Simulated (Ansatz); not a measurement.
```yaml
crystal:
  periodic: [false, false, false]
  atoms:
    - {symbol: C, position_ang: [-0.835858, 1.089100, 0.805263]}
    - {symbol: N, position_ang: [0.146785, 0.191166, 0.248902]}
    - {symbol: C, position_ang: [0.695754, -0.735395, 1.206342]}
    - {symbol: Si, position_ang: [0.376459, 0.049158, -1.437083]}
    - {symbol: O, position_ang: [-0.788933, -0.746829, -2.295495]}
    - {symbol: H, position_ang: [-1.716688, 0.555413, 1.189134]}
    - {symbol: H, position_ang: [-0.409938, 1.666409, 1.636064]}
    - {symbol: H, position_ang: [-1.179439, 1.797192, 0.047980]}
    - {symbol: H, position_ang: [1.458320, -1.361175, 0.738209]}
    - {symbol: H, position_ang: [-0.071841, -1.396584, 1.634521]}
    - {symbol: H, position_ang: [1.168531, -0.200725, 2.040474]}
    - {symbol: H, position_ang: [1.678911, -0.650911, -1.598573]}
    - {symbol: H, position_ang: [0.344153, 1.404080, -2.031853]}
    - {symbol: H, position_ang: [-0.879216, -1.690199, -2.155189]}
basis:
  gaussian: {orbitals: pcseg-2}
hamiltonian: {xc: {name: HF}, pseudopotentials: {relativity: none}}
correlation: {method: mp2}
output: {forces: true}
```

```sh
$ ansatz run in.yaml --threads 4 --pin off --events-out ev --progress --plain --max-ram 10444MiB
```

Shortened log:

```
Functional definition: HF
1639 factors; integrals over basis functions are off by at most 1.1e-3 eV
mean field evaluation 1: about -13582.9833 eV, gradient 4.8e1 eV
mean field evaluation 2: about -13583.3239 eV, gradient 4.9e1 eV
mean field evaluation 4: about -13588.4850 eV, gradient 4.7e0 eV
mean field evaluation 8: about -13588.5630 eV, gradient 2.1e-1 eV
mean field -13588.56317765 eV, -499.3704861197 hartree, gradient 1.3e-6 eV, S^2 0.000000; 0 other end points of the search recorded, 0 dependent functions left out
9 core orbitals not correlated: weight in the atoms' cores, before any rotation towards them, 1.000 or more for the frozen orbitals, at most 0.000 for the correlated occupied ones
reference -13588.56317765 eV, -499.3704861197 hartree; 16, 16 occupied and 255, 255 virtual orbitals, 1639 factors
second order -25.08774680 eV of doubles, -0.00000000 eV of singles
mean field evaluation 16: about -13588.1416 eV, gradient 1.6e0 eV
Total energy: -13613.65092445 eV, -500.2924438095 hartree
Atom 0 at    -0.835858     1.089100     0.805263 Å, force    -0.266156     0.210049     0.199172 eV/Å
Atom 1 at     0.146785     0.191166     0.248902 Å, force     0.087509     0.024297    -0.157129 eV/Å
Atom 2 at     0.695754    -0.735395     1.206342 Å, force     0.110354    -0.235839     0.299835 eV/Å
Atom 3 at     0.376459     0.049158    -1.437083 Å, force     0.306801     0.174102    -0.129586 eV/Å
Atom 4 at    -0.788933    -0.746829    -2.295495 Å, force    -0.118640    -0.134851    -0.080114 eV/Å
Atom 5 at    -1.716688     0.555413     1.189134 Å, force     0.161115     0.075725    -0.069872 eV/Å
Atom 6 at    -0.409938     1.666409     1.636064 Å, force    -0.057797    -0.109310    -0.145196 eV/Å
Atom 7 at    -1.179439     1.797192     0.047980 Å, force     0.060269    -0.114893     0.117700 eV/Å
Atom 8 at     1.458320    -1.361175     0.738209 Å, force    -0.126034     0.104638     0.072094 eV/Å
Atom 9 at    -0.071841    -1.396584     1.634521 Å, force     0.118742     0.126427    -0.085126 eV/Å
Atom 10 at     1.168531    -0.200725     2.040474 Å, force    -0.088371    -0.075762    -0.151761 eV/Å
Atom 11 at     1.678911    -0.650911    -1.598573 Å, force    -0.201940     0.103440     0.028286 eV/Å
Atom 12 at     0.344153     1.404080    -2.031853 Å, force     0.002350    -0.209109     0.097399 eV/Å
Atom 13 at    -0.879216    -1.690199    -2.155189 Å, force     0.011798     0.061086     0.004299 eV/Å
Dipole moment:     0.014849    -0.234716     0.348368 e Å
```

Hardware: 4 threads of an AMD EPYC 7R13 on a shared host. Wall time 13 s, peak host memory 0.85 GiB.
